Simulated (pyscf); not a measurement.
**Concerted two-bond exchange: F–B(Cl)–Cl + F–Ga(F)–Cl → F–B(Cl)–Cl + F–Ga(F)–Cl**

Gas phase, singlet surface, charge 0. Bonds broken: Ga2–Cl5, B6–Cl8. Bonds formed: Ga2–Cl8, Cl5–B6. Optimised with ωB97X-D3(BJ)/def2-SVP in PySCF.

Transition state (Å):

```xyz
8

F     -0.3091     0.8743     0.3512
Ga    -1.5566    -0.4600    -0.4820
F     -1.5360    -1.9843     0.3496
F     -3.1696     0.1553    -0.6693
Cl     0.8688    -0.9004    -1.1492
B      0.5283     0.9287    -0.8811
Cl     1.8971     2.0156    -0.7705
Cl    -0.7889     1.2895    -2.1738
```

One imaginary mode, 108i cm⁻¹; descent along it reached the two sides named, in the forms told below.

```tsv
bond	change	reactant side (Å)	saddle	product side
Ga2–Cl5	breaks	2.130	2.554	4.4
B6–Cl8	breaks	1.723	1.881	3.2
Ga2–Cl8	forms	4.4	2.552	2.130
Cl5–B6	forms	3.2	1.880	1.723
```

Electronic energies relative to the separated reactants (eV):

```json
[
 {"level": "ωB97X-D3(BJ)/def2-TZVP", "barrier": "0.54", "reaction energy": "0.00", "reverse barrier": "0.54"},
 {"level": "PBE/def2-TZVP", "barrier": "0.75", "reaction energy": "0.00", "reverse barrier": "0.75"},
 {"level": "r²SCAN/def2-TZVP", "barrier": "0.64", "reaction energy": "0.00", "reverse barrier": "0.64"},
 {"level": "B3LYP-D3(BJ)/def2-TZVP", "barrier": "0.85", "reaction energy": "0.00", "reverse barrier": "0.85"},
 {"level": "PBE0-D3(BJ)/def2-TZVP", "barrier": "0.64", "reaction energy": "0.00", "reverse barrier": "0.64"},
 {"level": "M06-2X/def2-TZVP", "barrier": "0.61", "reaction energy": "0.00", "reverse barrier": "0.61"},
 {"level": "ωB97M-D3(BJ)/def2-TZVP", "barrier": "0.75", "reaction energy": "0.00", "reverse barrier": "0.75"},
 {"level": "HF/def2-TZVP", "barrier": "1.58", "reaction energy": "0.00", "reverse barrier": "1.58"}
]
```

With ωB97M-D3(BJ)/def2-TZVP energies and thermal terms (ideal gas, 1 atm, RRHO with modes under 100 cm⁻¹ raised to 100, one conformer, R ln 2 for chiral ones without a mode under 150 cm⁻¹), in eV:

| T (K) | ΔH‡ | ΔG‡ | ΔH | ΔG |
|---|---|---|---|---|
| 298 | 0.75 | 1.34 | 0.00 | 0.00 |
| 600 | 0.78 | 1.93 | 0.00 | 0.00 |
| 900 | 0.81 | 2.49 | 0.00 | 0.00 |
| 1200 | 0.84 | 3.04 | 0.00 | 0.00 |

On the reactant side the descent ends in an adduct with a F–Ga contact, 0.33 eV under the separated species and 0.87 eV under the saddle at ωB97X-D3(BJ)/def2-TZVP. On the product side the descent ends in an adduct with a F–Ga contact, 0.33 eV under the separated species and 0.87 eV under the saddle at ωB97X-D3(BJ)/def2-TZVP. This is the saddle that the search found; another between the same sides may lie lower. Elements up to Kr have no core potential and no relativistic terms here.
